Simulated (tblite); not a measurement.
acetonitrile (C$_{2}$H$_{3}$N), singlet, geometry from GFN2-xTB; GFN1-xTB (tblite).

Input for tblite:
```
$ tblite run mol.xyz --method gfn1 --charge 0 --spin 0 --efield 0,0,0.1 --json tblite.json --no-restart

# file mol.xyz
6

C     -0.01475717     0.01116275    -1.16276182
C      0.00347482    -0.00262846     0.27379184
N      0.01797420    -0.01359621     1.41624111
H     -0.00999740     1.04135020    -1.51688517
H      0.86504779    -0.50670455    -1.54285244
H     -0.91317570    -0.49067797    -1.52013028
```

### Question
Predict the main parts of the log of this tblite run.

### Answer

```
xTB calculator
 | screened Coulomb repulsion
 | Coulomb electrostatics
 |  * isotropic Klopman-Ohno-Mataga-Nishimoto electrostatics
 |  * onsite third-order electrostatics
 | DFT-D3(BJ) dispersion correction
 | Interactions (1)
 | [1] electric field

halogen bonding energy    0.0000000000000E+00 Eh
repulsion energy          1.7367302158154E-01 Eh
dispersion energy        -1.1324273365867E-03 Eh
interaction energy        0.0000000000000E+00 Eh
number of electrons       1.6000000000000E+01 e
integral cutoff           1.9731147476801E+01 bohr

------------------------------------------------------------
  cycle        total energy    energy error   density error
------------------------------------------------------------
      1     -8.853229277826  -9.0257699E+00   4.1386444E-01
      2     -8.959393162898  -1.0616389E-01   2.8224297E-01
      3     -8.989393611557  -3.0000449E-02   1.5369431E-01
      4     -8.993635859994  -4.2422484E-03   1.6637581E-02
      5     -8.994202865993  -5.6700600E-04   2.1082389E-03
      6     -8.994210975975  -8.1099815E-06   4.1667379E-04
      7     -8.994211281282  -3.0530708E-07   1.3735933E-04
      8     -8.994211306063  -2.4781372E-08   6.3104243E-05
      9     -8.994211313692  -7.6283513E-09   5.5571248E-08
------------------------------------------------------------

electronic energy        -9.1667519079367E+00 Eh
total energy             -8.9942113136917E+00 Eh

Post processing:
 | Mayer-Wiberg bond orders

[Info] JSON dump of results written to 'tblite.json'
```
